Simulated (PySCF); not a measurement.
# Where the electron goes

C7H8O2.
SMILES with atom numbers: `[CH2:1]=[C:2]1[CH2:3][CH2:4]/[C:5]1=[CH:6]\[O:7][CH:8]=[O:9]` (hydrogens: H10, H11 on C1; H12, H13 on C3; H14, H15 on C4; H16 on C6; H17 on C8)

Theory: TDDFT PBE0/def2-SVPD, vertical, gas phase, core orbitals frozen in the response (PySCF 2.14.0, density-fitted response routines). Isolated species at its GFN2-xTB geometry (one conformer only). Torsions of this conformer, `[CH2:1]=[C:2]1[CH2:3][CH2:4]/[C:5]1=[CH:6]\[O:7][CH:8]=[O:9]`: C5–C6–O7–C8 180°, C6–O7–C8–O9 0°.

Kohn–Sham orbitals with the atoms that hold most of them (Löwdin shares over 4%, at most four atoms; ? is withheld):

```tsv
orbital	ε (eV)	atoms
LUMO+2	0.75	C4 13%, C3 11%, C6 10%, C8 10%
LUMO+1	0.07	C8 30%, O9 25%, O7 18%, H17 7%
LUMO	-1.43	?
HOMO	?	C1 23%, C6 20%, C5 16%, C2 14%
HOMO-1	-8.60	?
HOMO-2	-8.74	C2 24%, C5 18%, C1 16%, O7 8%
HOMO-3	-9.54	C3 23%, C2 18%, C5 11%, C4 10%
```

(1) Which atoms hold the HOMO-1, and with what shares?

(2) Give the leading atoms of the LUMO.

(3) What is the HOMO energy, and the HOMO–LUMO gap?

## Answers

(1) O9 (bonded to C) 66%; C8 (bonded to 2 O and H) 13%; O7 (bonded to 2 C) 7%; H17 (bonded to C) 7%. By element: oxygen 74%, carbon 13% or more, hydrogen 7% or more.

(2) C1 (bonded to C and 2 H) 17%; C6 (bonded to C, O and H) 16%; C5 (bonded to 3 C) 13%; C2 (bonded to 3 C) 12%.

(3) ε(HOMO) = -6.58 eV; the gap is 5.14 eV (0.1890 hartree).

**Question.** The HOMO–LUMO gap is 5.14 eV. Where does the response calculation put the lowest singlet, and from which orbitals?

**Answer.** S1 is at 4.77 eV (f = 0.470), 0.37 eV below the gap, made of HOMO→LUMO (97%). Without the coupling terms of the response equations the lowest excitation would equal the gap.

**Question.** One configuration dominates each of S1, S2, S3 and S5. Which, and how do the shares of the two leading atoms of either orbital change from the occupied to the empty one?

**Answer.** 
- S1 (4.77 eV, f 0.470), HOMO→LUMO (97%): C1 23% → 17%, C6 20% → 16%
- S2 (5.57 eV, f 0.0007), HOMO-1→LUMO (74%): O9 66% → at most 13%, C8 13% → at most 13%, C1 at most 7% → 17%, C6 at most 7% → 16%
- S3 (5.87 eV, f 0.014), HOMO→LUMO+1 (95%): C1 23% → at most 7%, C6 20% → at most 7%, C8 at most 15% → 30%, O9 at most 15% → 25%
- S5 (6.50 eV, f 0.132), HOMO-2→LUMO (88%): C2 24% → 12%, C5 18% → 13%, C1 16% → 17%, C6 at most 8% → 16%

Löwdin shares depend on the basis, the more so with diffuse functions.

The run took 93 s wall on one thread, Arm Neoverse N1 (aarch64), shared host with 64 logical CPUs at a one-minute load of 57, and the process peaked at 1.0 GiB of memory.
